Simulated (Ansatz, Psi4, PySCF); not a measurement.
System: PO (charge 0, doublet). SMILES: O=[P]
Geometry: optimised at B3LYP-D3(BJ)/def2-TZVP (Ansatz, an electronic-structure program).

Property: size of the dipole moment, in D. Conventions: no spin-orbit coupling; 6-311+G** with 5d, 6d on Na to Ar in Ansatz; UHF or UKS for open shells; six Cartesian d functions in 6-31G* and its kin unless marked 5d; LANL2DZ with its own core potentials from Na on; non-relativistic. First-principles rows: single points at B3LYP-D3(BJ) geometries (Ansatz).

| level | program | size of the dipole moment (D) |
|---|---|---|
| PBE/LANL2DZ | Ansatz | 2.21 |
| PBE/def2-SVP | Ansatz | 1.76 |
| PBE/6-311+G** | Ansatz | 2.01 |
| B3LYP/LANL2DZ | Ansatz | 2.47 |
| B3LYP/6-31G* | Ansatz | 1.95 |
| M06-2X/6-311+G** | PySCF | 2.42 |
| wB97X-D/6-31G* | Psi4 | 2.03 |

No value to compare with is used here. The 7 habitual levels span 1.76 (PBE/def2-SVP) to 2.47 D (B3LYP/LANL2DZ).

The levels are drawn from those run, B3LYP/6-31G* more often than the rest, none by its result; runs whose electronic state is in doubt are left out.
